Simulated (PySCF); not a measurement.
CH4F2OSn, SMILES [F][SnH]([O]C)[F].

Coordinates come from a B3LYP-D3(BJ)/def2-SVP optimisation. The def2 effective core potentials stand for the cores of Sn; spin–orbit coupling is left out. One conformer was computed; it need not be the lowest.

Method: PBE0/def2-TZVP in PySCF.

The molecule is in vacuum.

Problem. Estimate the frontier levels, gap, dipole moment and polarisability. (An estimate is asked for; the answer gives what the named calculation found.)

Solution. 
```json
{
 "highest_occupied_level": "-8.51 eV",
 "lowest_empty_level": "-1.90 eV",
 "orbital_gap": "6.62 eV",
 "dipole_moment": "2.16 D",
 "quadrupole, principal values (traceless, Buckingham form, about the centre of nuclear charge)": "-6.60, -6.14, 12.74 D·Å",
 "mean_static_polarisability": "50.0 bohr³ (7.41 Å³)",
 "polarisability_principal_values": "44.2, 45.5, 60.3 bohr³"
}
```
